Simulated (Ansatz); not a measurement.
Start from `F[SiH2]OCI` and change one atom or group to get `[SiH3]OCI`.

Ansatz, PBE0-D4/def2-TZVP geometries, multiplicity 1. Each molecule was computed in one conformer, which needn't be the lowest.

Elements past krypton have def2 core potentials.

```csv
property,`F[SiH2]OCI`
size of the dipole moment (ωB97M-V/def2-TZVPP) / D,1.04
HOMO energy (B3LYP/def2-TZVPP) / eV,-7.21
size of the dipole moment (PBE/def2-TZVPP) / D,1.12
size of the dipole moment (B3LYP/def2-TZVPP) / D,1.08
HOMO–LUMO gap (PBE/def2-TZVPP) / eV,4.29
LUMO energy (B3LYP/def2-TZVPP) / eV,-1.34
```

Task: What does the change do to each property? (Estimate.)

Result: The calculation gave: 
| property | `[SiH3]OCI` | shift |
| --- | --- | --- |
| size of the dipole moment (ωB97M-V/def2-TZVPP) / D | 1.57 | 0.53 |
| HOMO energy (B3LYP/def2-TZVPP) / eV | -7.09 | 0.12 |
| size of the dipole moment (PBE/def2-TZVPP) / D | 1.61 | 0.49 |
| size of the dipole moment (B3LYP/def2-TZVPP) / D | 1.60 | 0.52 |
| HOMO–LUMO gap (PBE/def2-TZVPP) / eV | 4.27 | -0.02 |
| LUMO energy (B3LYP/def2-TZVPP) / eV | -1.26 | 0.08 |

Dipoles are sizes alone; their direction can turn.

B3LYP here is the variant with VWN-RPA as its local correlation; programs differ in this.

Spin–orbit coupling is left out; it splits and shifts lone-pair levels of the heavy atoms by tenths of an eV.
